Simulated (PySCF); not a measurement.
**BSe: one state, many levels of theory**

State: ²Σ⁺ (doublet), unpaired electrons σ ↑. Set-up: basis B 6-31G(d,p), Se 6-31G(d,p); no relativity; PySCF 2.14. De refers to B + Se in their high-spin ground configurations, without counterpoise correction. The functionals are run spin-unrestricted. A positive dipole means B(−)Se(+).

| Level | Re (Å) | ωe (cm⁻¹) | De (eV) | μ (D) |
| --- | --- | --- | --- | --- |
| ROHF | 1.736 | 1039 | 3.32 | -1.58 |
| ROHF-MP2 | 1.748 | 1013 | 4.88 | n/a |
| ROHF-SCS-MP2 | 1.749 | 1007 | 4.59 | n/a |
| ROHF-CCSD | 1.750 | 998 | 4.37 | n/a |
| ROHF-CCSD(T) | 1.760 | 973 | 4.61 | n/a |
| PBE | 1.764 | 950 | 5.43 | -0.58 |
| revPBE | 1.769 | 942 | 5.16 | -0.60 |
| BP86 | 1.767 | 942 | 5.33 | -0.61 |
| r²SCAN | 1.753 | 982 | 5.34 | -0.79 |
| PBE0 | 1.748 | 992 | 5.13 | -0.78 |
| HSE06 | 1.749 | 987 | 5.15 | -0.77 |
| MN15 | 1.739 | 1008 | 5.08 | -1.02 |

Problem. Which functional lies closest to ROHF-CCSD(T) in De, which farthest, and by how much do they differ from it?

Solution. Closest is MN15 (-2.1 pm in Re, +3.6 % in ωe, +0.47 eV in De against ROHF-CCSD(T) in the same basis), farthest PBE (+0.4 pm in Re, -2.4 % in ωe, +0.82 eV in De). CCSD(T) converges more slowly with the basis than the functionals do and binds too weakly in this one, so the order can change at the basis-set limit.

Problem. What does a quarter of exact exchange do here, going from PBE to PBE0?

Solution. PBE0 less PBE: -1.6 pm in Re, +4.4 % in ωe, -0.30 eV in De. Exact exchange removes part of the self-interaction that spreads semilocal densities, and in most molecules shortens and stiffens the bond and lowers De; so it does here.

Problem. What does second-order correlation do here, going from ROHF to ROHF-MP2?

Solution. ROHF-MP2 less ROHF: +1.2 pm in Re, -2.5 % in ωe, +1.56 eV in De. Correlation nearly always deepens the well. The bond lengthens, as in strong covalent bonds, where excitations into antibonding orbitals dominate.

Correlated steps freeze 10 core orbitals. Correlated levels converge slowly with the basis: in double zeta they bind strong bonds too weakly, by up to about 1 eV, and carry superposition errors of some tenths. Spin–orbit coupling is left out. The state is the lowest determinant that a PBE0 search found; another state may lie lower at other levels.
